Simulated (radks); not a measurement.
Q: Sb III, configuration [Kr] 4d10 5s2 5p1. Method: Dirac Kohn-Sham, PBE, spin-unpolarised, spherical densities, finite nucleus; open shells fill j = l - 1/2 first; Fermi nuclear charge, rms radius 4.6802 fm; computed with a radial shooting solver on a logarithmic mesh with Libxc functionals. Some entries of the table are withheld. Estimate them.

| orbital | occ. | eigenvalue (hartree) | <r^2> (bohr^2) |
|---|---|---|---|
| 1s1/2 | 2 | -1113.560 | 0.001094 |
| 2s1/2 | 2 | -169.9728 | 0.01767 |
| 2p1/2 | 2 | -159.0631 | 0.01311 |
| 2p3/2 | 4 | -149.8090 | 0.01441 |
| 3s1/2 | 2 | -33.86711 | 0.1248 |
| 3p1/2 | 2 | -29.40703 | 0.1197 |
| 3p3/2 | 4 | -27.69940 | 0.1280 |
| 3d3/2 | 4 | -19.82371 | 0.1092 |
| 3d5/2 | 6 | -19.46883 | 0.1117 |
| 4s1/2 | 2 | -6.13574 | 0.7073 |
| 4p1/2 | 2 | (1) | 0.7908 |
| 4p3/2 | 4 | (2) | 0.8470 |
| 4d3/2 | 4 | -1.92590 | 1.221 |
| 4d5/2 | 6 | -1.87995 | 1.252 |
| 5s1/2 | 2 | -1.07646 | 4.919 |
| 5p1/2 | 1 | -0.75654 | (3) |
| 5p3/2 | 0 | -0.72449 | (4) |

A: 
(1) 4p1/2 eigenvalue (hartree): -4.62739
(2) 4p3/2 eigenvalue (hartree): -4.31165
(3) 5p1/2 <r^2> (bohr^2): 6.761
(4) 5p3/2 <r^2> (bohr^2): 7.223
